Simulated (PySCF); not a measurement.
Sn(H)2(OMe)(NH2) (CH₇NOSn), SMILES C[O][SnH2][NH2].

Geometry: B3LYP-D3(BJ)/def2-SVP. The structure was generated by enumeration; whether it is a known compound was not checked. The def2 effective core potentials stand for the cores of Sn; spin–orbit coupling is left out. Other conformers were not sampled.

Calculation: PBE/def2-TZVP (PySCF).

Isolated molecule, no solvent.

Task: Estimate the frontier levels, gap, dipole moment and polarisability. (An estimate is asked for; the answer gives what the named calculation found.)

Result: 
```
Quantity                                                                                                       Result
---------------------------------------------------------------------------------------------  ----------------------
highest occupied level                                                                                       -5.78 eV
lowest empty level                                                                                           -1.18 eV
orbital gap                                                                                                   4.60 eV
dipole moment                                                                                                  1.19 D
quadrupole, principal values (traceless, Buckingham form, about the centre of nuclear charge)   -7.90, 2.17, 5.73 D·Å
mean static polarisability                                                                       66.5 bohr³ (9.86 Å³)
polarisability, principal values                                                               59.8, 64.6, 75.1 bohr³
```
